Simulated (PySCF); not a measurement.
**Worked example: oscillator strength and radiative lifetime**

Cl₂H₃NOSn, SMILES [NH2][Sn]([OH])([Cl])[Cl].

Geometry optimised at B3LYP-D3(BJ)/def2-SVP. The def2 effective core potentials stand for the cores of Sn; spin–orbit coupling is left out. The values are those of a single conformer.

TDA-ωB97X/def2-SVPD (PySCF) puts the first singlet state with f over 0.02 at 5.48 eV (vertical), with the transition dipole (0.561, 0.117, 0.299) in atomic units.

Question: Find the oscillator strength, the wavelength and the radiative lifetime that this transition would have in vacuum if emission retraced absorption.

Answer: 
|μ|² = 0.4178 au, so |μ| = 1.64 D. ΔE = 5.48/27.211 = 0.2014 hartree. f = (2/3) ΔE |μ|² = 0.056 (the program prints 0.056).
λ = 1239.84/5.48 = 226 nm; ν = 44199 cm⁻¹.
Einstein's coefficient A = 0.6670 ν² f s⁻¹ (ν in cm⁻¹) = 7.3e7 s⁻¹, so τ = 1/A = 14 ns. This state is S1. The figure is the radiative limit of this one transition; relaxation, internal conversion, crossing to triplets and a medium change what is measured.
